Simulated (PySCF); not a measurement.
Electron correlation in Ge⁺ (germanium, charge +1)

[Ar] 3d10 4s2 4p1, 2P determinant. Calculation: PySCF 2.14, in aug-cc-pVTZ-DK (7s6p4d2f, 59 functions); the spin-free X2C one-electron Hamiltonian (Gaussian nucleus). Frozen: [Ar] 3d10; 3 electrons correlated.

```json
{"level": "CCSD", "correlation energy (mhartree)": "-50.84"}
{"level": "(T)", "correlation energy (mhartree)": "-0.78"}
{"level": "CCSD(T)", "correlation energy (mhartree)": "-51.62"}
{"level": "CCSDT", "correlation energy (mhartree)": "-51.88"}
```

Diagnostics: T1 = 0.010, D1 = 0.0238, largest double amplitude 0.092.

Cost of the coupled-cluster step: about 1.1 core-seconds, for 3 correlated electrons.

Iterations:

```
CC2 = 0
CCSD nocc = (np.int64(2), np.int64(1)), nmo = (45, 45)
frozen orbitals [[0, 1, 2, 3, 4, 5, 6, 7, 8, 9, 10, 11, 12, 13], [0, 1, 2, 3, 4, 5, 6, 7, 8, 9, 10, 11, 12, 13]]
max_cycle = 100
direct = 0
conv_tol = 1e-08
conv_tol_normt = 1e-06
diis_space = 8
diis_start_cycle = 0
Init t2, MP2 energy = -0.0373035961661498
Init E_corr(UCCSD) = -0.0373035961662231
cycle = 1  E_corr(UCCSD) = -0.0460871460772535  dE = -0.00878354991  norm(t1,t2) = 0.0464707
cycle = 2  E_corr(UCCSD) = -0.0489158974001635  dE = -0.00282875132  norm(t1,t2) = 0.0191882
cycle = 3  E_corr(UCCSD) = -0.0508457615766471  dE = -0.00192986418  norm(t1,t2) = 0.00869238
cycle = 4  E_corr(UCCSD) = -0.0508292564568842  dE = 1.65051198e-05  norm(t1,t2) = 0.00103261
cycle = 5  E_corr(UCCSD) = -0.0508405626048693  dE = -1.1306148e-05  norm(t1,t2) = 0.000135677
cycle = 6  E_corr(UCCSD) = -0.0508374916945321  dE = 3.07091034e-06  norm(t1,t2) = 2.10951e-05
cycle = 7  E_corr(UCCSD) = -0.0508385832837712  dE = -1.09158924e-06  norm(t1,t2) = 4.97744e-06
cycle = 8  E_corr(UCCSD) = -0.0508383288166964  dE = 2.54467075e-07  norm(t1,t2) = 1.30019e-06
cycle = 9  E_corr(UCCSD) = -0.0508383282878959  dE = 5.28800552e-10  norm(t1,t2) = 2.05673e-07
UCCSD converged
E(UCCSD) = -2096.830468552055  E_corr = -0.05083832828789587
UCCSD(T) correction = -0.000780897536691827
```
